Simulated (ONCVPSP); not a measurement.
# Ranking ONCV potentials for F (Z = 9)

All share these settings but for the change named:

F (Z = 9), optimised norm-conserving Vanderbilt (ONCV), made with ONCVPSP 4.0.1 (PBE, non-relativistic). Core [He], reference 2s1 2p6. Waves: 2s: rc 0.65 bohr, ncon 4, nbas 9, qcut 9.2 1/bohr, local; 2p: rc 1.40 bohr, ncon 3, nbas 7, qcut 10.2 1/bohr, 2 projectors, debl 0.9 Ha. Local part: the s channel. Core correction: Teter function fitted to the true core (icmod 2), fcfact 0.35.

Test errors are all-electron minus pseudo excitation energies from the reference, over 2s2 2p5; 2s2 2p4; 2s2 2p3; 2s2 2p4.5. None of these files shows a bound ghost.

The base gives 511.6 meV.

Of 8 variants that were run, those that failed, showed a ghost or another fault, or gave nearly equal values are left out.

(1) Rank these variants by their largest absolute test error, smallest first.
A. all radii but the core radius scaled by about 0.90 (s 0.58, p 1.26 bohr)
B. all radii but the core radius scaled by about 1.33 (s 0.86, p 1.86 bohr)
C. all radii but the core radius scaled by about 1.20 (s 0.78, p 1.68 bohr)
D. all radii but the core radius scaled by about 0.84 (s 0.54, p 1.18 bohr)
E. all radii but the core radius scaled by about 1.06 (s 0.70, p 1.48 bohr)

Results:

(1) D (332.0 meV), A (394.6 meV), E (590.5 meV), C (802.7 meV), B (1058.5 meV).
